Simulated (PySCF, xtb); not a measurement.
difluoro(prop-1-en-2-yl)borane (C3H5BF2), SMILES C=C(C)B(F)F. Atoms are numbered in the order given.

```xyz
11

C      1.4313     1.2190     0.0000
C      0.1676     0.7571     0.0000
C     -1.0342     1.6686     0.0000
B     -0.0567    -0.7815     0.0000
F     -1.2787    -1.2979     0.0000
F      0.9497    -1.6453     0.0000
H      1.6574     2.2917     0.0000
H      2.2861     0.5365     0.0000
H     -1.6714     1.4844    -0.8814
H     -1.6714     1.4844     0.8814
H     -0.7448     2.7305     0.0000
```

The structure is a stationary point at B3LYP-D3(BJ)/def2-SVP. The values are those of a single conformer.

Computed with C-PCM-PBE0/def2-SVP in PySCF 2.14.0.

The values are the electrostatic part of the solvation free energy, E(continuum) − E(gas) at the gas-phase geometry, in a cavity of scaled van der Waals radii (PySCF's table); cavitation and dispersion terms are not included. In vacuum the orbital gap is 6.79 eV. The dipole moment in vacuum is 1.82 D.

Computed values in water (ε = 78.36), dimethylsulfoxide (ε = 46.83), n-hexane (ε = 1.88):
| solvent | ε | ΔG(elec) (kcal/mol) | dipole (D) | gap (eV) |
|---|---|---|---|---|
| water | 78.36 | -2.1 | 2.17 | 6.74 |
| dimethylsulfoxide | 46.83 | -2.1 | 2.17 | 6.74 |
| n-hexane | 1.88 | -1.0 | 1.97 | 6.77 |

For comparison, GFN2-xTB/ALPB(water) (xtb, at the GFN2-xTB geometry, all terms of that model) gives -2.0 kcal/mol.
